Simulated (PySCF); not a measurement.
Ga(Vi)(OH)(NH2), SMILES [OH][Ga]([NH2])[CH]=C, PBE0/def2-SVP optimised geometry.

```
11

Ga     0.35     0.19     0.00
C     -0.53    -1.54     0.01
C     -1.86    -1.70     0.02
H      0.09    -2.44     0.00
H     -2.33    -2.69     0.02
H     -2.55    -0.85     0.03
O      2.14     0.19     0.00
H      2.55     1.06     0.00
N     -0.49     1.79     0.00
H     -0.03     2.69    -0.01
H     -1.50     1.90    -0.01
```

Density from PySCF 2.14.0 with PBE0/def2-TZVP at that geometry.

Minimum of the electron density along straight lines between bonded atoms, close to the bond critical point (lines longer than 1.1 times the sum of covalent radii, or with two minima, are not listed):

```csv
bond,length / Å,ρ at the minimum / e bohr⁻³,∇²ρ there / e bohr⁻⁵,position (fraction from the first atom)
Ga1–C2,1.939,0.121,0.22,0.48
C2–C3,1.339,0.346,-1.04,0.49
C2–H4,1.097,0.275,-0.94,0.65
C3–H5,1.097,0.277,-0.96,0.65
C3–H6,1.097,0.277,-0.97,0.65
Ga1–O7,1.790,0.133,0.71,0.48
O7–H8,0.961,0.359,-2.40,0.80
Ga1–N9,1.813,0.136,0.59,0.48
N9–H10,1.012,0.333,-1.62,0.74
N9–H11,1.012,0.334,-1.62,0.74
```
